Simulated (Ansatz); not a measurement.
The cluster BiIO, relaxed as a singlet with RKS B3LYP-D4/def2-TZVP in Ansatz, starting from the GFN1-xTB geometry. Force threshold 0.02 eV/Å.

In the def2 sets Bi, I take a core potential; there is no spin–orbit coupling. The structure comes from a short search, and lower isomers may exist.

Start:

```xyz
3

Bi   -0.7445    0.5430    0.4884
O     0.1449    1.3634   -0.9505
I     0.5996   -1.9064    0.4621
```

```csv
step,energy (eV),largest force component (eV/Å),SCF passes
1,-15994.6127,0.751,24
2,-15994.6431,0.389,30
3,-15994.6539,0.071,24
4,-15994.6540,0.003,27
```

Force components are those of the run's own axes.

End:

```xyz
3

Bi   -0.7126    0.5299    0.4615
O     0.1123    1.4658   -0.9749
I     0.6003   -1.9957    0.5134
```

By distances, no bond broke or formed. The bond that changes most is Bi1–I3, from 2.79 to 2.85 Å (atoms count from 1).

No frequencies were taken in this run, so the end may be a saddle point.

It took 3.1 s on 4 threads of AMD EPYC 9B14 on a shared host.
